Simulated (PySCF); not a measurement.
Highest occupied level (eV) of eight silicon and germanium compounds: PBE beside CAM-B3LYP, computed with PySCF for isolated molecules in the bases named; differences from unrounded values. The eight are the first of their class met in an unordered collection, after screening for sound electronic states; none was chosen by its value. Each molecule has one DFT geometry for both levels.

```tsv
molecule	basis	CAM-B3LYP
C3H8Si, SMILES C/C=C\[SiH3]	def2-TZVP	-8.77
C₃H₆F₂Si, SMILES F[SiH2][C@@H]1C[C@@H]1F	def2-TZVP	-9.94
C₂H₁₂Si₄, SMILES [SiH3][SiH]1C[SiH2][SiH2]C1	def2-TZVP	-8.91
C3H12Si3, SMILES C=CC([SiH3])([SiH3])[SiH3]	def2-TZVP	-8.57
C2H6FNOSi, SMILES N[Si]1(F)COC1	def2-TZVP	-8.77
C2H4Cl2OSi, SMILES C=C[Si](O)(Cl)Cl	def2-TZVP	-9.70
C4H8OSi, SMILES [SiH2](CCO)C#C	def2-TZVP	-9.26
H₇NSSi₂, SMILES N[SiH2]S[SiH3]	def2-TZVP	-8.53
```

Question: Estimate the PBE values and say how PBE differs from CAM-B3LYP over the set. (The exact figures need the calculation; the answer reports its results.)

Answer: 
```
molecule                                        PBE  difference
--------------------------------------------  -----  ----------
C3H8Si, SMILES C/C=C\[SiH3]                   -6.37        2.39
C₃H₆F₂Si, SMILES F[SiH2][C@@H]1C[C@@H]1F      -7.05        2.89
C₂H₁₂Si₄, SMILES [SiH3][SiH]1C[SiH2][SiH2]C1  -6.60        2.31
C3H12Si3, SMILES C=CC([SiH3])([SiH3])[SiH3]   -6.26        2.30
C2H6FNOSi, SMILES N[Si]1(F)COC1               -5.78        2.99
C2H4Cl2OSi, SMILES C=C[Si](O)(Cl)Cl           -7.21        2.49
C4H8OSi, SMILES [SiH2](CCO)C#C                -6.38        2.89
H₇NSSi₂, SMILES N[SiH2]S[SiH3]                -6.05        2.48
```
PBE lies below CAM-B3LYP in 0 and above it in 8 of the eight; the mean signed difference is 2.59 and the largest 2.99 eV.
